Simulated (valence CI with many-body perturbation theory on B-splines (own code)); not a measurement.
E1 line list for S10+

Level of theory: relativistic CI+MBPT: four valence electrons over a frozen Dirac-Fock core [He], radial functions for each j: 11 s, 11 p, 9 d, 7 f, 5 g, 2 h, 1 i, with the one-electron correlation potential Σ1 (screened to all orders), the two-electron term Σ2, the three-electron term Σ3, Breit, model QED; selected single and double excitations, second order for the rest, scaled by the run's own slope (own B-spline code, finite nucleus).

No measured levels were compared; by estimate levels of excited configurations hold to 0.05 to 0.15 % of their energy, terms of the ground configuration to about 0.5 %. Among the levels kept, up to 250 cm⁻¹ of a level comes from second order outside the variational space, and about a tenth of that is noise between levels of different J, which matters for small intervals.

Lines 101 to 150 of 247 in falling wavelength, among levels below 339.51 eV, chosen from the strongest by gf and those to the six lowest levels. Wavelengths and rates use the calculated energies, so an error of 300 cm⁻¹ moves a line at 276.8 Å by 0.083 % and its rate by three times that or more. Electric multipoles are in the length gauge, E1 and E2 with the static RPA response of the core. Weak lines are less certain than strong ones. Lines between different terms over intervals too small for the method are left out, as are lines whose strength nearly cancels. The highest levels of a list are the least certain.

Names give the largest LS component (configuration and term), which can be under half, so a name can repeat, a term be missing and a line seem to break the LS rules; names also repeat where a configuration has a term twice.

```tsv
λ vac (Å)	Upper	Lower	A (s⁻¹)	S (a.u.) with core polarisation	S without
276.8	2s2p²3s ¹D_2	2s²2p3s ¹P°_1	1.38e+09	7.20e-02	7.26e-02
253.6	2p⁴ ¹S_0	2s2p³ ¹P°_1	3.10e+10	2.49e-01	2.51e-01
253.6	2p⁴ ³P_2	2s2p³ ³P°_2	2.81e+09	1.13e-01	1.14e-01
248.5	2s2p³ ³S°_1	2s²2p² ¹S_0	1.75e+07	3.98e-04	4.01e-04
248.1	2p⁴ ³P_1	2s2p³ ³P°_2	3.06e+09	6.91e-02	6.95e-02
247.1	2s2p³ ³P°_1	2s²2p² ³P_2	2.69e+09	6.01e-02	6.04e-02
246.8	2s2p³ ³P°_2	2s²2p² ³P_2	6.11e+09	2.27e-01	2.28e-01
242.8	2s2p³ ³P°_0	2s²2p² ³P_1	7.79e+09	5.50e-02	5.53e-02
242.8	2s2p³ ³P°_1	2s²2p² ³P_1	2.62e+09	5.56e-02	5.59e-02
242.5	2s2p³ ³P°_2	2s²2p² ³P_1	1.34e+09	4.73e-02	4.75e-02
239.7	2s2p³ ³P°_1	2s²2p² ³P_0	2.37e+09	4.83e-02	4.86e-02
219.1	2p⁴ ³P_2	2s2p³ ³D°_3	1.50e+10	3.90e-01	3.92e-01
218.9	2p⁴ ³P_2	2s2p³ ³D°_2	3.59e+09	9.31e-02	9.36e-02
217.5	2s2p³ ¹P°_1	2s²2p² ¹S_0	7.33e+09	1.12e-01	1.12e-01
215.9	2s2p³ ¹D°_2	2s²2p² ¹D_2	2.21e+10	5.49e-01	5.52e-01
214.9	2p⁴ ³P_1	2s2p³ ³D°_1	5.21e+09	7.66e-02	7.70e-02
214.8	2p⁴ ³P_1	2s2p³ ³D°_2	1.27e+10	1.86e-01	1.87e-01
213.6	2s2p³ ³S°_1	2s²2p² ¹D_2	5.64e+06	8.14e-05	8.17e-05
213.5	2p⁴ ³P_0	2s2p³ ³D°_1	1.75e+10	8.39e-02	8.43e-02
193.0	2s2p³ ¹D°_2	2s²2p² ³P_2	1.92e+08	3.40e-03	3.42e-03
191.2	2s2p³ ³S°_1	2s²2p² ³P_2	2.55e+10	2.63e-01	2.65e-01
190.4	2s2p³ ¹D°_2	2s²2p² ³P_1	9.37e+06	1.60e-04	1.60e-04
190.3	2s2p³ ¹P°_1	2s²2p² ¹D_2	2.81e+10	2.87e-01	2.88e-01
188.6	2s2p³ ³S°_1	2s²2p² ³P_1	1.46e+10	1.45e-01	1.46e-01
186.7	2s2p³ ³S°_1	2s²2p² ³P_0	4.88e+09	4.71e-02	4.73e-02
172.3	2s2p³ ¹P°_1	2s²2p² ³P_2	3.75e+06	2.84e-05	2.86e-05
170.2	2s2p³ ¹P°_1	2s²2p² ³P_1	2.08e+08	1.52e-03	1.53e-03
168.7	2s2p³ ¹P°_1	2s²2p² ³P_0	9.62e+05	6.83e-06	6.88e-06
159.8	2p⁴ ³P_2	2s2p³ ⁵S°_2	2.12e+07	2.13e-04	2.14e-04
157.6	2p⁴ ³P_1	2s2p³ ⁵S°_2	8.70e+06	5.04e-05	5.06e-05
46.31	2s2p²3s ³P_2	2s2p³ ³P°_2	9.92e+10	2.43e-02	2.42e-02
45.96	2s2p²3s ¹D_2	2s2p³ ¹D°_2	1.12e+11	2.69e-02	2.68e-02
45.72	2s²2p3s ³P°_1	2s²2p² ¹S_0	2.63e+09	3.72e-04	3.70e-04
45.21	2s²2p3s ¹P°_1	2s²2p² ¹S_0	8.43e+10	1.15e-02	1.15e-02
45.14	2s2p²3s ³P_1	2s2p³ ³D°_2	1.39e+11	1.89e-02	1.88e-02
45.01	2s2p²3s ³P_2	2s2p³ ³D°_3	1.38e+11	3.10e-02	3.08e-02
44.80	2s²2p3p ³D_1	2s2p³ ⁵S°_2	4.09e+06	5.44e-07	5.42e-07
44.45	2s²2p3p ³S_1	2s2p³ ⁵S°_2	9.62e+07	1.25e-05	1.24e-05
44.39	2s²2p3s ³P°_1	2s²2p² ¹D_2	1.13e+10	1.47e-03	1.46e-03
44.31	2s2p²3s ³D_3	2s2p³ ³P°_2	8.36e+10	2.51e-02	2.50e-02
44.30	2s2p²3s ³D_2	2s2p³ ³P°_1	6.24e+10	1.34e-02	1.33e-02
44.22	2s²2p3p ³P_2	2s2p³ ⁵S°_2	2.27e+07	4.85e-06	4.82e-06
44.18	2s²2p3s ³P°_2	2s²2p² ¹D_2	2.03e+09	4.33e-04	4.31e-04
43.90	2s²2p3s ¹P°_1	2s²2p² ¹D_2	2.77e+11	3.47e-02	3.45e-02
43.33	2s²2p3s ³P°_1	2s²2p² ³P_2	9.70e+10	1.17e-02	1.16e-02
43.25	2s²2p3s ³P°_0	2s²2p² ³P_1	2.27e+11	9.06e-03	9.00e-03
43.20	2s²2p3s ³P°_1	2s²2p² ³P_1	5.26e+10	6.27e-03	6.24e-03
43.14	2s²2p3s ³P°_2	2s²2p² ³P_2	1.70e+11	3.37e-02	3.35e-02
43.13	2s2p²3s ³D_1	2s2p³ ³D°_1	1.70e+11	2.02e-02	2.02e-02
43.12	2s2p²3s ³D_3	2s2p³ ³D°_3	2.20e+11	6.10e-02	6.07e-02
```
